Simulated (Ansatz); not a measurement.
`FC(F)CC(F)F` → `FC(F)C(F)F` + `[CH2]` (triplet) at 500 K and 1 bar (formal loss of a carbene).

Program: Ansatz. Geometries: PBE0-D4/def2-TZVP. ΔE: electronic, gas phase. CCSD(T)/CBS is the MP2 limit (def2-TZVPP, def2-QZVPP) plus CCSD(T) − MP2 in def2-TZVPP, frozen cores. This one scheme is used for every species. Triplets are unrestricted, without spin–orbit coupling. One conformer a species, not always the lowest.

| species | CCSD(T)/CBS energy (Eh) | H − E (kJ/mol) | S (J/(mol·K)) |
| --- | --- | --- | --- |
| `FC(F)CC(F)F` | -515.73337 | 242.1 | 407.9 |
| `FC(F)C(F)F` | -476.45942 | 158.0 | 364.0 |
| `[CH2]` (triplet) | -39.09499 | 62.7 | 213.9 |

H − E and S are ideal-gas, rigid-rotor, harmonic terms from PBE0-D4/def2-TZVP, for one conformer and one mirror image of each species, with the whole ground term of open shells counted as degenerate. 1 Eh = 2625.50 kJ/mol, R = 8.31446 J/(mol·K).

Question: By hand: ΔE, ΔH, ΔS and ΔG.

Answer: ΔE = (-476.45942) + (-39.09499) − (-515.73337) = 0.17896 Eh = 469.9 kJ/mol. Δ(H − E) = 158.0 + 62.7 − 242.1 = -21.4, so ΔH = 448.5 kJ/mol. ΔS = 364.0 + 213.9 − 407.9 = 170.0 J/(mol·K). ΔG = 448.5 − 500 × (170.0)/1000 = 363.5 kJ/mol.

Question: By hand: the equilibrium constant, and the temperature at which ΔG would vanish if ΔH and ΔS stayed fixed.

Answer: log₁₀ K = −ΔG/(RT ln 10) = -38.0. ΔG = 0 at ΔH/ΔS = 2638 K, far beyond where these terms or the molecules hold.

The number of gas molecules changes by +1, which sets the sign of ΔS. A doubt of 5 kJ/mol in ΔE shifts log₁₀ K by 0.5 here. Other conformers and mirror images would add mixing entropy, several J/(mol·K) or more a flexible species. A triplet takes part, so the spin changes. These are equilibria of isolated gas molecules and say nothing of rates. Largest T1 diagnostic: 0.012 (customary marks: 0.02 for closed shells, 0.045 for open ones).
